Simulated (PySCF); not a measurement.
C7H8OS (charge +1 and doublet state).
Geometry (GFN2-xTB, Å), atoms numbered from 1 in this order:
```xyz
17
C7H8OS angstrom
C     -2.4302   -0.4251   -0.2478
C     -1.4006    0.4652   -0.9629
C     -0.0525    0.2440   -0.3774
C      0.4311    0.9222    0.7176
C      1.7076    0.6114    1.2358
S      2.3454    1.4255    2.5715
C      2.4289   -0.4244    0.5775
C      1.8599   -1.0352   -0.4945
O      0.6646   -0.7116   -0.9589
H     -2.1773   -1.4756   -0.3630
H     -3.4083   -0.2561   -0.6882
H     -2.4843   -0.1867    0.8111
H     -1.6894    1.5102   -0.8534
H     -1.3771    0.2021   -2.0210
H     -0.1675    1.6928    1.1762
H      3.4072   -0.7165    0.9209
H      2.3356   -1.8303   -1.0535
```

The species is `CC[C+]1[CH]C(=S)C=CO1` [radical] (charge +1).

The calculation used UKS B3LYP, pcH-1 on C H O S, non-relativistic, mean-field spin-orbit, GIAO (PySCF). One conformer (not necessarily the lowest) at the GFN2-xTB geometry, without solvent, vibrations or thermal averaging. A GFN2-xTB geometry isn't a minimum of the functional, and hyperfine couplings can be far from their values at a DFT geometry, by a factor of two or more for some ions and for spin on atoms past the first row.

Output of the driver script. The program numbers atoms from 0.

```
UKS, coarse grid
  cycle   1  E = -744.63020114  |g| = 4.12e-01
  cycle   2  E = -744.58581852  |g| = 5.31e-01
  cycle   3  E = -744.69492014  |g| = 8.30e-02
  cycle   4  E = -744.69598574  |g| = 5.68e-02
  cycle   5  E = -744.69735164  |g| = 1.18e-02
  cycle   6  E = -744.69741890  |g| = 6.01e-03
  cycle   7  E = -744.69744771  |g| = 1.41e-03
  cycle   8  E = -744.69745732  |g| = 1.14e-03
  cycle   9  E = -744.69746621  |g| = 8.96e-04
UKS, final grid
  cycle   1  E = -744.69747611  |g| = 9.08e-04
  cycle   2  E = -744.69748227  |g| = 1.12e-03
  cycle   3  E = -744.69748473  |g| = 6.83e-04
  cycle   4  E = -744.69749800  |g| = 7.61e-04
  cycle   5  E = -744.69751130  |g| = 4.36e-04
  cycle   6  E = -744.69751156  |g| = 2.23e-04
  cycle   7  E = -744.69751163  |g| = 1.26e-04
  cycle   8  E = -744.69751170  |g| = 5.30e-05
  cycle   9  E = -744.69751171  |g| = 1.53e-05
E = -744.69751171 Eh   <S^2> = 0.7547 (exact 0.7500)
g shifts (ppm)      1          2          3
  rmc          -237       -237       -237
  gc             -7        101         45
  oz_so         288      13802     189237
  total          45      13665     189045
hyperfine (MHz)  atom isotope    a_iso     a_fc   dipolar eigenvalues
    0   13C      -0.60      -0.60     -0.14     -0.06      0.20
    1   13C       0.81       0.81     -0.38     -0.30      0.68
    2   13C       3.75       3.75     -2.24     -0.24      2.48
    3   13C      42.03      42.03     -3.63     -2.72      6.35
    4   13C     -21.38     -21.38     -4.89      1.80      3.09
    5   33S      20.32      20.32    -97.37    -88.08    185.45
    6   13C      42.41      42.41     -3.18     -2.97      6.15
    7   13C       4.31       4.31     -2.15     -0.16      2.31
    8   17O       0.98       0.98     -1.50     -1.10      2.60
    9    1H       0.02       0.02     -0.35     -0.33      0.68
   10    1H       0.08       0.08     -0.26     -0.24      0.50
   11    1H       0.07       0.07     -0.56     -0.49      1.06
   12    1H      -0.36      -0.36     -0.63     -0.50      1.12
   13    1H       0.86       0.86     -0.43     -0.29      0.72
   14    1H      -1.55      -1.55     -4.60     -2.40      7.00
   15    1H      -1.78      -1.78     -4.53     -2.28      6.81
   16    1H       3.87       3.87     -0.88     -0.54      1.42
```

Question: Find the weak point of this converged calculation.

Answer: The largest g shift is +0.189, past the limit of 0.03 at which the run flags a species of elements up to argon. The orbital-Zeeman/spin–orbit term is second order, a sum of spin–orbit matrix elements over excitation energies, so it grows and becomes less reliable as an excited state comes close; a shift this large should be checked with a method that treats spin–orbit coupling variationally or among several states. The contact and dipolar couplings don't rest on that expansion, but they belong to the state that the SCF found, and a close-lying state with the spin in another orbital would have other couplings; no stability test was run. The run left out the spin–orbit part of the hyperfine coupling.

Question: Where is the spin in this solution (atoms counted from 1)?

Answer: The largest Mulliken spin population is on S6 (+1.01). The unrestricted determinant has ⟨S²⟩ = 0.7547 (exact 0.7500), so spin contamination is small. The SMILES `CC[C+]1[CH]C(=S)C=CO1` draws the unpaired electron on C4, whose computed spin population is only +0.02.

Question: Average a_iso over equivalent nuclei, turn it into first-order splittings with g = 2.0023, and give the multiplets for abundant isotopes (0.05 mT or more).

Answer: 
```json
{"nuclei (from 1)": "H17", "isotope": "1H", "I": "1/2", "position": "4 bonds from S6", "a_iso (MHz)": "3.9", "|a| (mT)": "0.14", "splits into": "1:1 doublet"}
{"nuclei (from 1)": "H16", "isotope": "1H", "I": "1/2", "position": "3 bonds from S6", "a_iso (MHz)": "-1.8", "|a| (mT)": "0.06", "splits into": "1:1 doublet"}
{"nuclei (from 1)": "H15", "isotope": "1H", "I": "1/2", "position": "3 bonds from S6", "a_iso (MHz)": "-1.5", "|a| (mT)": "0.06", "splits into": "1:1 doublet"}
```

The run took 95 s of wall time (grids of density and orbitals included) on one thread of an AMD EPYC 7B13, no GPU (shared host), and the process peaked at 1.1 GiB of memory.
